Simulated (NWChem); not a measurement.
System: SnCl2, singlet; SMILES [Cl][Sn][Cl]

```xyz
3

Sn     0.0000     0.0000     0.6330
Cl    -1.8440     0.0000    -0.9200
Cl     1.8440     0.0000    -0.9200
```
Atoms are numbered in this order, from 1.

Program: NWChem. Low-valent species are run as closed-shell singlets; no triplet was tried in these runs. Coordinates come from a PBE-D3(BJ)/def2-SVP optimisation. def2 effective core potentials on Sn; no spin-orbit coupling. Static field.

```tsv
level	basis functions	isotropic polarisability (bohr³)	anisotropy (bohr³)
B3LYP/def2-SVP	62	?	?
B3LYP/def2-SVPD	86	71.6	32.3
B3LYP/def2-TZVP	124	63.2	33.2
B3LYP/def2-TZVPD	148	72.5	32.4
```

Task: What belongs in the gaps?

Result: 
- B3LYP/def2-SVP, isotropic polarisability (bohr³): 53.5
- B3LYP/def2-SVP, anisotropy (bohr³): 31.1
